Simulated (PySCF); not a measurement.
## Mayer bond orders and bond lengths

C₄H₇FO₂Si.
Atom-mapped SMILES: `[O:1]=[CH:2][C:3]([F:4])([CH:5]=[O:6])[CH2:7][SiH3:8]` (hydrogens: H9 on C2; H10 on C5; H11, H12 on C7; H13, H14, H15 on Si8)

Structure used (GFN2-xTB), in Å, numbered top down from 1:
```xyz
15
C4H7FO2Si angstrom
O     -1.0861    0.6637   -1.5348
C     -1.1415   -0.4598   -1.1294
C     -0.3935   -0.9270    0.0924
F     -0.3566   -2.3199    0.0679
C     -1.1794   -0.5297    1.3345
O     -1.4141    0.5900    1.6683
C      1.0057   -0.3383    0.1472
Si     1.0959    1.5206   -0.3377
H     -1.7537   -1.2423   -1.6067
H     -1.4977   -1.4139    1.9159
H      1.4043   -0.4811    1.1513
H      1.6305   -0.9231   -0.5290
H      1.2221    1.6574   -1.7857
H      0.0590    2.3177    0.2887
H      2.4007    1.8939    0.2351
```

Bond orders from the PBE0/pcSseg-1 density (PySCF). Geometry: GFN2-xTB, one conformer, isolated molecule.

Task: How far do the computed orders between heavy atoms stray from the drawn ones?

Result: The largest departure is 0.155, at C7–Si8 (drawn single, 0.845). Drawn single, order below 0.88: C3–F4 (0.857), C3–C5 (0.877) and C7–Si8 (0.845).

Task: Give the Mayer order of every bond between heavy atoms, beside its length.

Result: 
```csv
bond,drawn as,length (Å),Mayer order
O1–C2,double,1.196,1.970
C2–C3,single,1.507,0.906
C3–F4,single,1.394,0.857
C3–C5,single,1.523,0.877
C5–O6,double,1.192,2.056
C3–C7,single,1.519,0.999
C7–Si8,single,1.923,0.845
```

Bonds between the same two heavy elements. C–O: lowest O1–C2 (1.970, 1.196 Å), highest C5–O6 (2.056, 1.192 Å). C–C: lowest C3–C5 (0.877, 1.523 Å), highest C3–C7 (0.999, 1.519 Å); in 1 of the 3 pairs the longer bond (by over 0.003 Å) has the higher order (by 0.02 or more).

Task: And the bonds to hydrogen?

Result: C–H: 0.93 to 0.94 (4 bonds); H–Si: 0.91 to 0.96 (3 bonds).

Task: Sum the orders of all bonds at each heavy atom with more than one neighbour and set the sums beside the valence in the SMILES.

Result: C2 3.809 (drawn 4), C3 3.639 (drawn 4), C5 3.865 (drawn 4), C7 3.727 (drawn 4), Si8 3.657 (drawn 4). Orders between atoms that aren't bonded are not in these sums.

Mayer orders depend on the basis set.
